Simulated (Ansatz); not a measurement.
Ansatz (a quantum-chemistry and plane-wave program) job for TiOBr, SMILES [O]=[Ti][Br] (connectivity only; charge and spin as stated), neutral, multiplicity 2, PBE-D3(BJ)/def2-TZVP. 

Ansatz 0.2 input:
```yaml
crystal:
  periodic: [false, false, false]
  atoms:
    - {symbol: Ti, position_ang: [0.35730162, 1.14501507, 0.00000000]}
    - {symbol: O, position_ang: [-0.64401597, 2.41558057, 0.00000000]}
    - {symbol: Br, position_ang: [-0.07738594, -1.27185646, 0.00000000]}
basis:
  gaussian:
    orbitals: def2-TZVP
hamiltonian:
  xc: pbe
  dispersion: d3bj
magnetization: {spin_polarized: true, initial_magnetization: 1}
relax: {f_tol: 0.002, max_steps: 200}
```

Output:

```
WARN ansatz: RAYON_NUM_THREADS=1 ignored (pool sized by the plan → 1); use --threads N
Functional definition: PBE
integrals: 0.05 GiB planned
940 factors; their error is unknown
mean field: 0.44 GiB planned
mean field evaluation 1: about -95182.1761 eV, gradient 5.4e1 eV
mean field evaluation 2: about -95002.5697 eV, gradient 1.4e2 eV
mean field evaluation 4: about -95187.0037 eV, gradient 3.5e1 eV
mean field evaluation 8: about -95193.2051 eV, gradient 3.0e0 eV
mean field evaluation 16: about -95193.2117 eV, gradient 1.6e-3 eV
mean field evaluation 32: about -95193.2625 eV, gradient 1.1e-3 eV
mean field evaluation 64: about -95193.2117 eV, gradient 2.2e-6 eV
mean field -95193.26249036 eV, -3498.2878722098 hartree, gradient 7.5e-8 eV, S^2 0.756608; 7 other end points of the search recorded, 0 dependent functions left out
the calculation of the forces begins
reference -95193.26253697 eV, -3498.2878739230 hartree; 33, 32 occupied and 91, 92 virtual orbitals, 940 factors
relax step   1: F+E_penalty+E_count = -95193.31733992 eV  Δ(F+E_penalty+E_count) = +0.000e0 eV  max|allowed force component| = 3.474e-1 eV/Å  Δτ_max = 0.0000 Å  (285 SCF iters, accepted)
these checks for a lower state are left out or cut short: starts, cluster_reference, orbital_swaps, neighbouring_geometries, increment
integrals: 0.05 GiB planned
940 factors; their error is unknown
mean field: 0.44 GiB planned
mean field -95193.28653171 eV, -3498.2887557134 hartree, gradient 9.0e-6 eV, S^2 0.757045; 0 other end points of the search recorded, 0 dependent functions left out
the calculation of the forces begins
reference -95193.28658020 eV, -3498.2887574951 hartree; 33, 32 occupied and 91, 92 virtual orbitals, 940 factors
relax step   2: F+E_penalty+E_count = -95193.34305777 eV  Δ(F+E_penalty+E_count) = -2.572e-2 eV  max|allowed force component| = 9.157e-1 eV/Å  Δτ_max = 0.1444 Å  (56 SCF iters, accepted)
these checks for a lower state are left out or cut short: starts, cluster_reference, orbital_swaps, neighbouring_geometries, increment
integrals: 0.05 GiB planned
940 factors; their error is unknown
mean field: 0.45 GiB planned
mean field evaluation 96: about -95193.3240 eV, gradient 1.1e-1 eV
mean field -95193.29852578 eV, -3498.2891964872 hartree, gradient 7.4e-6 eV, S^2 0.756371; 0 other end points of the search recorded, 0 dependent functions left out
the calculation of the forces begins
reference -95193.29857461 eV, -3498.2891982818 hartree; 33, 32 occupied and 91, 92 virtual orbitals, 940 factors
relax step   3: F+E_penalty+E_count = -95193.35529932 eV  Δ(F+E_penalty+E_count) = -1.224e-2 eV  max|allowed force component| = 6.016e-1 eV/Å  Δτ_max = 0.0411 Å  (59 SCF iters, accepted)
these checks for a lower state are left out or cut short: starts, cluster_reference, orbital_swaps, neighbouring_geometries, increment
integrals: 0.05 GiB planned
940 factors; their error is unknown
mean field: 0.45 GiB planned
mean field -95193.30483074 eV, -3498.2894281901 hartree, gradient 2.6e-6 eV, S^2 0.756370; 0 other end points of the search recorded, 0 dependent functions left out
the calculation of the forces begins
reference -95193.30487963 eV, -3498.2894299869 hartree; 33, 32 occupied and 91, 92 virtual orbitals, 940 factors
relax step   4: F+E_penalty+E_count = -95193.36160780 eV  Δ(F+E_penalty+E_count) = -6.308e-3 eV  max|allowed force component| = 2.439e-1 eV/Å  Δτ_max = 0.0167 Å  (63 SCF iters, accepted)
these checks for a lower state are left out or cut short: starts, cluster_reference, orbital_swaps, neighbouring_geometries, increment
integrals: 0.05 GiB planned
940 factors; their error is unknown
mean field: 0.45 GiB planned
mean field evaluation 128: about -95193.3061 eV, gradient 4.3e-4 eV
mean field -95193.30606307 eV, -3498.2894734777 hartree, gradient 7.7e-6 eV, S^2 0.756254; 0 other end points of the search recorded, 0 dependent functions left out
the calculation of the forces begins
reference -95193.30611214 eV, -3498.2894752808 hartree; 33, 32 occupied and 91, 92 virtual orbitals, 940 factors
relax step   5: F+E_penalty+E_count = -95193.36298090 eV  Δ(F+E_penalty+E_count) = -1.373e-3 eV  max|allowed force component| = 5.205e-2 eV/Å  Δτ_max = 0.0130 Å  (59 SCF iters, accepted)
these checks for a lower state are left out or cut short: starts, cluster_reference, orbital_swaps, neighbouring_geometries, increment
integrals: 0.05 GiB planned
940 factors; their error is unknown
mean field: 0.45 GiB planned
mean field -95193.30609120 eV, -3498.2894745114 hartree, gradient 8.4e-6 eV, S^2 0.756207; 0 other end points of the search recorded, 0 dependent functions left out
the calculation of the forces begins
reference -95193.30614032 eV, -3498.2894763165 hartree; 33, 32 occupied and 91, 92 virtual orbitals, 940 factors
relax step   6: F+E_penalty+E_count = -95193.36305704 eV  Δ(F+E_penalty+E_count) = -7.613e-5 eV  max|allowed force component| = 1.073e-3 eV/Å  Δτ_max = 0.0033 Å  (51 SCF iters, accepted)
integrals: 0.05 GiB planned
940 factors; their error is unknown
mean field: 0.45 GiB planned
mean field evaluation 160: about -95193.1926 eV, gradient 4.6e-2 eV
mean field evaluation 192: about -95193.0836 eV, gradient 4.4e0 eV
mean field -95193.30609120 eV, -3498.2894745114 hartree, gradient 8.4e-6 eV, S^2 0.756207; 8 other end points of the search recorded, 0 dependent functions left out
the calculation of the forces begins
reference -95193.30614032 eV, -3498.2894763165 hartree; 33, 32 occupied and 91, 92 virtual orbitals, 940 factors
Total energy: -95193.36310616 eV, -3498.2915697722 hartree
Atom 0 at     0.484885     1.168939    -0.000000 Å, force    -0.000826     0.000291     0.000000 eV/Å
Atom 1 at    -0.703909     2.267168     0.000000 Å, force     0.000790    -0.001073     0.000000 eV/Å
Atom 2 at    -0.145076    -1.147367    -0.000000 Å, force     0.000036     0.000783    -0.000000 eV/Å
Dipole moment:     0.994341     0.338467    -0.000000 e Å
```

The calculation finished and met its thresholds.

Cost: about 70 core-seconds (a rough figure).
